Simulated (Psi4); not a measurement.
ethylene carbonate (C3H4O3), singlet, geometry from GFN2-xTB. Base run: CCSD(T)/STO-3G in Psi4.

Input for Psi4:
```
memory 2 GB

molecule mol {
0 1
  O     2.023648   -0.101964   -0.022196
  C     0.841292   -0.042389   -0.009227
  O     0.025280   -1.109066    0.060159
  C    -1.329230   -0.704059    0.056644
  C    -1.252658    0.834151   -0.028325
  O     0.135297    1.100975   -0.061921
  H    -1.804684   -1.055102    0.976343
  H    -1.829133   -1.152343   -0.806069
  H    -1.710429    1.232215   -0.937789
  H    -1.685980    1.329456    0.844623
}

set basis sto-3g
set reference rhf

energy('ccsd(t)')
print_variables()
```

The base run was repeated with changes; each row names its change, and settings that it needs were set with it.

```csv
change,ΔE vs base (mEh),MP2 correlation (Eh),basis functions,outcome
base,0.000,-0.28592,34,converged
method = mp3,?,-0.28588,34,converged
scf_type = pk; mp2_type = conv,0.000,-0.28592,34,converged
method = mp2.5,46.688,-0.28588,34,converged
method = omp2,55.487,-0.28588,34,converged
method = mp4,-,-,34,stopped with an error
method = scs-mp2,55.250,-0.28592,34,converged
method = fno-ccsd(t),-,-,34,stopped with an error
freeze_core = on,?,?,34,converged
method = ccsd,11.369,-0.28592,34,converged
```

Problem. What belongs in the gaps?

Solution. 
- method = mp3, ΔE vs base (mEh): 28.783
- freeze_core = on, ΔE vs base (mEh): 1.486
- freeze_core = on, MP2 correlation (Eh): -0.28425

- method = mp4: ended with `Fatal Error: ndocc must be less than nvirt`
- method = fno-ccsd(t): ended with `Fatal Error: ndocc must be less than nvirt`
